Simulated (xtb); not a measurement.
Job for xtb: GFN1-xTB on C2H6 (SMILES CC).

```
$ xtb mol.xyz --gfn 1 --sp --chrg 0 --uhf 0
8

C     -0.53414672     0.50470735     0.23525862
C      0.64776905    -0.40014254    -0.09892718
H     -1.27095892     0.50868097    -0.57027818
H     -0.21467143     1.53766803     0.38995405
H     -1.03851712     0.17205003     1.14417659
H      0.32165146    -1.42784252    -0.26844102
H      1.37466540    -0.42503426     0.71506768
H      1.16545239    -0.06344294    -0.99935610
```

Program output:

```
[...]
           -------------------------------------------------
          |                Calculation Setup                |
           -------------------------------------------------



           -------------------------------------------------
          |                 G F N 1 - x T B                 |
           -------------------------------------------------

        Reference                      10.1021/acs.jctc.7b00118
      * Hamiltonian:
        H0-scaling (s, p, d)           1.850000    2.250000    2.000000
        zeta-weighting                 0.000000
      * Dispersion:
        s8                             2.400000
        a1                             0.630000
        a2                             5.000000
        s9                             0.000000
      * Repulsion:
        kExp                           1.500000
        rExp                           1.000000
      * Coulomb:
        alpha                          2.000000
        third order                    atomic
        anisotropic                    false
      * Halogen bond correction:
        rad-scale                      1.300000
        damping                        0.440000


          ...................................................
          :                      SETUP                      :
          :.................................................:
          :  # basis functions                  20          :
          :  # atomic orbitals                  20          :
          :  # shells                           16          :
          :  # electrons                        14          :
          :  # halogen bonds                     0          :
          :  max. iterations                   250          :
          :  Hamiltonian                  GFN1-xTB          :
          :  restarted?                      false          :
          :  GBSA solvation                  false          :
          :  PC potential                    false          :
          :  electronic temp.          300.0000000     K    :
          :  accuracy                    1.0000000          :
          :  -> integral cutoff          0.2500000E+02      :
          :  -> integral neglect         0.1000000E-07      :
          :  -> SCF convergence          0.1000000E-05 Eh   :
          :  -> wf. convergence          0.2000000E-04 e    :
          :  Broyden damping             0.4000000          :
          :  net charge                          0          :
          :  unpaired electrons                  0          :
          ...................................................

 iter      E             dE          RMSdq      gap      omega  full diag
   1     -7.5698613 -0.756986E+01  0.727E+00    9.34       0.0  T
   2     -7.5782644 -0.840312E-02  0.443E+00    9.51       1.0  T
   3     -7.5786838 -0.419371E-03  0.547E-01    9.68       1.0  T
   4     -7.5793351 -0.651337E-03  0.104E-01    9.59       1.0  T
   5     -7.5793625 -0.273845E-04  0.154E-03    9.60      22.9  T
   6     -7.5793625 -0.601489E-08  0.186E-05    9.60    1902.6  T
   7     -7.5793625 -0.947686E-12  0.620E-06    9.60    5701.5  T

   *** convergence criteria satisfied after 7 iterations ***

         #    Occupation            Energy/Eh            Energy/eV
      -------------------------------------------------------------
         1        2.0000           -0.6435430             -17.5117
         2        2.0000           -0.6080442             -16.5457
         3        2.0000           -0.5415732             -14.7370
         4        2.0000           -0.5409714             -14.7206
         5        2.0000           -0.4988880             -13.5754
         6        2.0000           -0.4808382             -13.0843
         7        2.0000           -0.4801756             -13.0662 (HOMO)
         8                         -0.1272585              -3.4629 (LUMO)
         9                         -0.1233483              -3.3565
        10                         -0.0740106              -2.0139
        11                         -0.0735921              -2.0025
        12                         -0.0415055              -1.1294
       ...                                ...                  ...
        20                          0.4794631              13.0469
      -------------------------------------------------------------
                  HL-Gap            0.3529171 Eh            9.6034 eV
             Fermi-level           -0.3037171 Eh           -8.2646 eV

 SCC (total)                   0 d,  0 h,  0 min,  0.007 sec
 SCC setup                      ...        0 min,  0.000 sec (  2.069%)
 Dispersion                     ...        0 min,  0.000 sec (  0.963%)
 classical contributions        ...        0 min,  0.000 sec (  0.430%)
 integral evaluation            ...        0 min,  0.002 sec ( 25.698%)
 iterations                     ...        0 min,  0.002 sec ( 25.743%)
 molecular gradient             ...        0 min,  0.003 sec ( 42.161%)
 printout                       ...        0 min,  0.000 sec (  2.656%)

         :::::::::::::::::::::::::::::::::::::::::::::::::::::
         ::                     SUMMARY                     ::
         :::::::::::::::::::::::::::::::::::::::::::::::::::::
         :: total energy              -7.469751632393 Eh    ::
         :: gradient norm              0.006232245800 Eh/a0 ::
         :: HOMO-LUMO gap              9.603361814916 eV    ::
         ::.................................................::
         :: SCC energy                -7.579362488391 Eh    ::
         :: -> electrostatic           0.000099246189 Eh    ::
         :: repulsion energy           0.110937334356 Eh    ::
         :: dispersion energy         -0.001326478357 Eh    ::
         :: halogen bond corr.         0.000000000000 Eh    ::
         :: add. restraining           0.000000000000 Eh    ::
         :: total charge              -0.000000000000 e     ::
         :::::::::::::::::::::::::::::::::::::::::::::::::::::

           -------------------------------------------------
          |                Property Printout                |
           -------------------------------------------------

    * Orbital Energies and Occupations

         #    Occupation            Energy/Eh            Energy/eV
      -------------------------------------------------------------
         1        2.0000           -0.6435430             -17.5117
         2        2.0000           -0.6080442             -16.5457
         3        2.0000           -0.5415732             -14.7370
         4        2.0000           -0.5409714             -14.7206
         5        2.0000           -0.4988880             -13.5754
         6        2.0000           -0.4808382             -13.0843
         7        2.0000           -0.4801756             -13.0662 (HOMO)
         8                         -0.1272585              -3.4629 (LUMO)
         9                         -0.1233483              -3.3565
        10                         -0.0740106              -2.0139
        11                         -0.0735921              -2.0025
        12                         -0.0415055              -1.1294
        13                         -0.0414383              -1.1276
        14                          0.1219476               3.3184
        15                          0.2075799               5.6485
        16                          0.2112935               5.7496
        17                          0.3186844               8.6718
        18                          0.3228351               8.7848
       ...                                ...                  ...
        20                          0.4794631              13.0469
      -------------------------------------------------------------
Note: The following floating-point exceptions are signalling: IEEE_DENORMAL
normal termination of xtb
                  HL-Gap            0.3529171 Eh            9.6034 eV
             Fermi-level           -0.3037171 Eh           -8.2646 eV

  Mulliken/CM5 charges         n(s)   n(p)   n(d)
     1C    -0.07792 -0.23040   1.002  3.076  0.000
     2C    -0.07807 -0.23062   1.002  3.076  0.000
     3H     0.02601  0.07685   0.974  0.000  0.000
     4H     0.02592  0.07668   0.974  0.000  0.000
     5H     0.02610  0.07700   0.974  0.000  0.000
     6H     0.02594  0.07683   0.974  0.000  0.000
     7H     0.02598  0.07682   0.974  0.000  0.000
     8H     0.02604  0.07685   0.974  0.000  0.000

Wiberg/Mayer (AO) data.
largest (>0.10) Wiberg bond orders for each atom

 ---------------------------------------------------------------------------
     #   Z sym  total        # sym  WBO       # sym  WBO       # sym  WBO
 ---------------------------------------------------------------------------
     1   6 C    3.997 --     2 C    1.030     5 H    0.989     3 H    0.989
                             4 H    0.989
     2   6 C    3.997 --     1 C    1.030     8 H    0.989     6 H    0.989
                             7 H    0.989
     3   1 H    1.005 --     1 C    0.989
     4   1 H    1.005 --     1 C    0.989
     5   1 H    1.005 --     1 C    0.989
     6   1 H    1.006 --     2 C    0.989
     7   1 H    1.005 --     2 C    0.989
     8   1 H    1.005 --     2 C    0.989
 ---------------------------------------------------------------------------

Topologies differ in total number of bonds
Writing topology from bond orders to xtbtopo.mol

 dipole moment from electron density (au)
     X       Y       Z
  -0.0010  -0.0024   0.0006  total (Debye):    0.007


           -------------------------------------------------
          | TOTAL ENERGY               -7.469751632393 Eh   |
          | GRADIENT NORM               0.006232245800 Eh/α |
          | HOMO-LUMO GAP               9.603361814916 eV   |
           -------------------------------------------------

------------------------------------------------------------------------
------------------------------------------------------------------------
 total:
 SCF:
```

The run finished.

Cost: about 0.05 core-seconds (a rough figure).
